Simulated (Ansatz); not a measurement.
Al5Ga. Total charge 0; triplet. Geometry PBE-D4/def2-SVP, that of the neutral singlet; atoms count from 1.

```
atom   x (Å)   y (Å)   z (Å)
 Al1  -0.082  -0.889   1.924
 Al2  -1.812   0.631   0.653
 Al3   0.585   1.410   0.628
 Al4  -1.433  -0.577  -1.637
 Al5   1.843  -1.087   0.116
 Ga6   0.899   0.511  -1.684
```

At PBE0-D4/def2-TZVP a singlet of charge 0 lies 0.42 eV below the triplet at the same geometry. The structure comes from a short search, and lower isomers may exist.

(1) Estimate the Mulliken populations from the PBE0/def2-TZVP orbitals of Ansatz.

(2) Where does the spin sit?

(3) And the Mayer bond orders between bonded heavy atoms (over 0.3)?

Results:

(1) 
| atom | charge (e) | spin (α − β) |
| --- | --- | --- |
| Al1 | 0.00 | 0.37 |
| Al2 | 0.00 | 0.18 |
| Al3 | -0.02 | 0.55 |
| Al4 | 0.02 | 0.36 |
| Al5 | 0.02 | 0.41 |
| Ga6 | -0.02 | 0.12 |
Mulliken values and Mayer orders depend strongly on the basis.

(2) Summed by element: Al 1.88, Ga 0.12, of 2 unpaired in all. Largest on single atoms: Al3 0.55, Al5 0.41, Al1 0.37.

(3) Al1–Al2 0.65 (2.63 Å); Al1–Al3 0.57 (2.72 Å); Al1–Al5 0.66 (2.65 Å); Al2–Al3 0.69 (2.52 Å); Al2–Al4 0.74 (2.62 Å); Al3–Al5 0.49 (2.84 Å); Al3–Ga6 0.68 (2.50 Å); Al4–Ga6 0.72 (2.57 Å); Al5–Ga6 0.65 (2.59 Å). Values over 0.3 also appear between atoms too far apart for a bond (Al1–Ga6 0.31 at 3.99 Å; Al2–Al5 0.31 at 4.07 Å; Al3–Al4 0.33 at 3.63 Å); they arise where an orbital or an unpaired electron spreads over both atoms.
